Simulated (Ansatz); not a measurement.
## Energy profile

The step: Si₂NH₇ ([NH2][SiH2][SiH3]) + NH₃ → SiN₂H₆ ([NH2][SiH2][NH2]) + SiH₄; bonds formed: Si1–N7, Si2–H6; bonds broken: Si1–Si2, H6–N7 (atoms numbered as in the saddle structure below).

```csv
atom,x (Å),y (Å),z (Å)
Si1,-0.1028,-1.1294,-0.4629
Si2,0.3014,1.2076,1.5452
H3,-0.1675,-2.1955,-1.5133
H4,0.6092,-1.7259,0.6834
N5,-1.6785,-0.5168,-0.4671
H6,1.1401,0.6995,-0.4899
N7,1.1111,0.0058,-1.3247
H8,1.1416,0.7715,2.7181
H9,-1.0994,1.0288,2.0955
H10,0.4254,2.7107,1.5899
H11,-1.9870,0.1351,0.2367
H12,-2.4197,-1.0393,-0.9069
H13,0.7122,0.4514,-2.1472
H14,2.0139,-0.4034,-1.5566
```

Electronic energies by CCSD(T) at an estimated basis limit (MP2 extrapolated from triple and quadruple zeta, plus CCSD(T) − MP2 in triple zeta), on PBE0-D4/def2-TZVP structures; Si$_{2}$N$_{2}$H$_{10}$, closed shell; no counterpoise correction. Computed with Ansatz 0.2.0 (basis: def2-TZVPP and def2-QZVPP); correlated methods freeze the cores. Extrapolation: Hartree–Fock as exp(−7.88 √X), correlation as X^−2.97.

**Question.** Give the profile in kcal/mol, counted from the separated reactants. (An estimate is asked for; the value comes from the calculation.)

**Answer.** The calculation gives:
| point | kcal/mol |
| --- | --- |
| separated: Si$_{2}$NH$_{7}$ (linked as [NH2][SiH2][SiH3]; Si1, Si2, H3, H4, N5, H8, H9, H10, H11, H12; singlet) + NH$_{3}$ (H6, N7, H13, H14; singlet) | 0.00 |
| start structure | -4.02 |
| saddle | 31.17 |
| end structure | -17.86 |
| separated: SiN$_{2}$H$_{6}$ (linked as [NH2][SiH2][NH2]; Si1, H3, H4, N5, N7, H11, H12, H13, H14; singlet) + SiH$_{4}$ (Si2, H6, H8, H9, H10; singlet) | -16.26 |

T1 diagnostic: at most 0.012.

For scale, one of the runs: CCSD(T)/def2-TZVPP, 286 basis functions, launched by `ansatz run in.yaml --threads 8 --pin off --events-out ev --progress --plain --max-ram 19148MiB`. Hardware: 8 CPU threads of an Arm Neoverse V1, shared host. Wall time 2.2 min; peak host memory 8.2 GiB.
